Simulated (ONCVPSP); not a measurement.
# indium (In): one change to an ONCV potential, before and after

In (Z = 49), optimised norm-conserving Vanderbilt (ONCV), made with ONCVPSP 4.0.1 (PBEsol, scalar-relativistic). Core [Kr], reference 4d10 5s2 5p1. Waves: 5s: rc 2.00 bohr, ncon 5, nbas 9, qcut 2.7 1/bohr, 2 projectors, debl 1.1 Ha; 5p: rc 2.95 bohr, ncon 4, nbas 7, qcut 2.9 1/bohr, 2 projectors, debl 3.6 Ha; 4d: rc 1.80 bohr, ncon 4, nbas 9, qcut 9.6 1/bohr, 1 projector. Local part: polynomial inside 1.40 bohr (lpopt 5, dvloc0 2 Ha). Core correction: Teter function fitted to the true core (icmod 2), fcfact 0.25.

Change: s: qcut 2.9; p: qcut 3.1; d: qcut 10.2.

Cutoffs: the cutoffs (Ha) at which the residual kinetic energy of the hardest occupied pseudo-wave falls to 1 and 0.1 mHa per electron; they do not see the model core or the augmentation charge, which bear on the density cutoff. Errors are all-electron minus pseudo energies relative to the spin-unpolarised reference configuration.

Q: Predict the effect on cutoff, ghosts and configuration errors.

A: The potential gets neither clearly harder nor softer (31 Ha and 36 Ha → 33 Ha and 38 Ha); the d channel sets the loose cutoff, while the largest relative change is in p, which becomes harder; the lowest positive-energy flag moves from s at 3.4 eV to s at 1.0 eV; the errors of the 3 common tests hardly move; neither file shows a bound ghost.

```csv
quantity,base,changed
"cutoff, loose",31 Ha,33 Ha
"cutoff, tight",36 Ha,38 Ha
loose cutoff by channel,"s 9.4 Ha, p 2.1 Ha, d 31 Ha","s 8.1 Ha, p 2.6 Ha, d 33 Ha"
bound ghosts,none,none
GHOST(+) flags under 300 eV,"s at 3.4 eV, p at 104.2 eV","s at 1.0 eV, p at 104.5 eV"
tests with a reliable result,3 of 4,3 of 4
"error for 4d10 5s2 5p0, meV [ΔE 5.36 eV]",-2.9,-2.7
"error for 4d10 5s1 5p0, meV [ΔE 24.64 eV]",-16,-15
"error for 4d10 5s1 5p1, meV [ΔE 12.02 eV]",+0.3,-0.3
s: phases at 2.04 bohr within 0.05 rad from the reference energy up to (Ha; the scan ends near 5),4.6,4.6
p: phases at 3.00 bohr within 0.05 rad from the reference energy up to (Ha; the scan ends near 5),1.3,1.3
d: phases at 1.83 bohr within 0.05 rad from the reference energy up to (Ha; the scan ends near 5),1.2,1.3
"rms error of d²Exc/dni dnj with the model core, mHa",1.48,1.48
```
